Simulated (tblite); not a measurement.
Compound: C5H13OPSi2.
Geometry (GFN2-xTB, Å), atoms numbered from 1 in this order:
```
atom  x, y, z in Å
C1    -3.033    0.017    0.607
C2    -1.543    0.211    0.507
O3    -1.009    1.269    0.788
C4    -0.747   -0.918   -0.006
C5     0.661   -0.861    0.564
Si6    1.488    0.808    0.089
C7     3.338    0.434   -0.199
P8     0.682    1.258   -1.996
Si9   -0.611   -0.544   -1.914
H10   -3.410   -0.487   -0.279
H11   -3.248   -0.609    1.472
H12   -3.532    0.974    0.735
H13   -1.243   -1.873    0.166
H14    0.624   -0.973    1.649
H15    1.251   -1.691    0.174
H16    1.402    1.912    1.042
H17    3.487   -0.295   -0.991
H18    3.865    1.337   -0.486
H19    3.808    0.051    0.700
H20   -0.308    2.121   -1.570
H21   -1.963   -0.400   -2.461
H22    0.032   -1.721   -2.505
```

Calculated harmonic vibrations of the isolated species, GFN2-xTB (tblite), most abundant isotopes, no scaling. Errors from tens to a few hundred cm⁻¹ against measured bands are possible. Modes of hydrogen on phosphorus and silicon can be 10 to 20 % off. One conformer, not necessarily the lowest.

Harmonic wavenumbers (cm⁻¹): 62.6, 79.2, 96.8, 110.1, 117.9, 147.3, 156.3, 176.3, 236.2, 270.6, 310.2, 405.2, 423.5, 445.5, 482.5, 511.6, 528.9, 562.2, 607.6, 624.6, 650.0, 671.6, 706.1, 724.0, 728.3, 734.9, 777.8, 784.3, 813.8, 831.3, 901.3, 976.2, 992.7, 1048.3, 1074.9, 1153.7, 1166.7, 1222.0, 1313.4, 1369.5, 1370.1, 1452.4, 1461.0, 1474.6, 1485.9, 1493.4, 1689.4, 2231.2, 2244.7, 2269.4, 2339.8, 2961.9, 2966.5, 2982.3, 3014.8, 3034.2, 3038.3, 3049.2, 3051.3, 3056.5.

A = 1490, B = 825.8, C = 706.6 MHz; mass 176.024 u (most abundant isotopes); point group C1, symmetry number 1.

Question: Zero-point energy?

Answer: Half the sum of the wavenumbers: 35831 cm⁻¹ = 102.45 kcal/mol.

Question: What is S at 298.15 K and 1 bar for an ideal gas of classical rigid rotors and harmonic oscillators?

Answer: Translation 41.43, rotation 30.29, vibration 40.00: S = 111.7 cal/(mol K).

Question: And Cp and H(298.15 K) − H(0)?

Answer: Cp = 50.57 cal/(mol K), of which vibrations give 42.62 (their classical limit is 60 R = 119.2); H(298.15 K) − H(0) = 8.82 kcal/mol without the zero-point energy, 6.45 from vibrations.

Question: Blend soft modes into free rotors: weight 1/[1 + (100 cm⁻¹/ν̃)⁴] for the oscillator and the rest for a rotor with moment μB/(μ + B), μ = h/(8π²ν), B = 10⁻⁴⁴ kg m². What vibrational entropy results?

Answer: 37.75 cal/(mol K) in place of 40.00, which changes −T·S at 298.15 K by +0.67 kcal/mol.

Question: Which modes carry the vibrational entropy at 298.15 K?

Answer: 62.6 cm⁻¹: 4.37; 79.2 cm⁻¹: 3.91; 96.8 cm⁻¹: 3.52; 110.1 cm⁻¹: 3.27; 117.9 cm⁻¹: 3.13; 147.3 cm⁻¹: 2.71 cal/(mol K); the other 54 give 19.09 together.

Question: What must be added to the electronic energy to get the Gibbs energy at 298.15 K and 1 bar?

Answer: ZPE + [H(298.15 K) − H(0)] − T·S = 102.45 + 8.82 − 33.31 = 77.96 kcal/mol.

Question: How do the functions run with temperature in this model?

Answer: 
| T (K) | S (cal/(mol K)) | Cp (cal/(mol K)) | H − H(0) (kcal/mol) | G − H(0) (kcal/mol) | ln q(vib) |
| --- | --- | --- | --- | --- | --- |
| 150 | 84.7 | 30.1 | 2.82 | -9.88 | 3.82 |
| 250 | 103.4 | 44.2 | 6.54 | -19.31 | 7.48 |
| 400 | 128.3 | 62.2 | 14.59 | -36.72 | 12.93 |
| 600 | 156.9 | 78.9 | 28.81 | -65.32 | 19.89 |
| 900 | 192.1 | 94.7 | 55.05 | -117.86 | 29.39 |

q(vib) and H(0) count from the zero-point level.

Hindered rotation and anharmonicity are outside this model. Other conformers, if any are populated, would add a mixing term that is left out. The structure is chiral; the term R ln 2 for an equal mix with its mirror image is left out.
